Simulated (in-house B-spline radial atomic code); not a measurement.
Configurations of the dysprosium ion Dy³⁺, with energies counted from [Xe] 4f9. All numbers are computed (scalar-relativistic (X2C) AM05, spin-polarised, spherical fractional occupations; Fermi nucleus of rms radius 5.2218 fm) with a radial B-spline atomic code at the basis-set limit, not measured. Shells without spins written out take the highest spin.

Occupations are held fixed; configurations that lie above the ionisation limit could autoionise.

| configuration | E - E(ref) (eV) | highest orbital | its <r> (bohr) |
| --- | --- | --- | --- |
| [Xe] 4f(3 up, 6 down) | 3.1294 | 4f up | 0.814 |
| [Xe] 4f(4 up, 5 down) | 4.6943 | 4f up | 0.8077 |
| [Kr] 4d10 4f9 5s2 5p5 6s1 | 30.342 | 6s up | 2.921 |
| [Kr] 4d10 4f9 5s2 5p5 6p1 | 36.319 | 6p up | 3.436 |
| [Kr] 4d10 4f(6 up, 3 down) 5s2 5p(3 up, 2 down) 5f(0 up, 1 down) | 48.984 | 5f down | 4.251 |
| [Kr] 4d10 4f9 5s2 5p5 6f1 | 50.084 | 6f up | 7.269 |
| [Kr] 4d9 4f10 5s2 5p6 | 150.2 | 4f down | 0.8117 |
| [Kr] 4d9 4f9 5s2 5p6 6f1 | 183.87 | 6f up | 7.217 |

**Question.** Order these further configurations by energy, lowest first.
A. [Xe] 4f8 6s1
B. [Xe] 4f8 5d1
C. [Kr] 4d10 4f(2 up, 7 down) 5s2 5p(3 up, 2 down) 5d(1 up, 0 down)
D. [Kr] 4d10 4f9 5s2 5p5 6d1
E. [Kr] 4d10 4f(3 up, 6 down) 5s2 5p(2 up, 3 down) 6p(0 up, 1 down)

**Answer.** B (9.4347 eV), A (12.676 eV), C (29.611 eV), E (39.89 eV), D (43.651 eV).

**Question.** How far above the reference does [Kr] 4d(4 up, 5 down) 4f(7 up, 3 down) 5s2 5p6 lie?

**Answer.** 153.74 eV; its least bound orbital is 4f down with <r> = 0.8021 bohr.

**Question.** How far above the reference does [Kr] 4d10 4f9 5s2 5p5 5f1 lie?

**Answer.** 45.316 eV; its least bound orbital is 5f up with <r> = 4.178 bohr.

**Question.** How far above the reference does [Xe] 4f8 6d1 lie?

**Answer.** 26.073 eV; its least bound orbital is 6d up with <r> = 4.58 bohr.
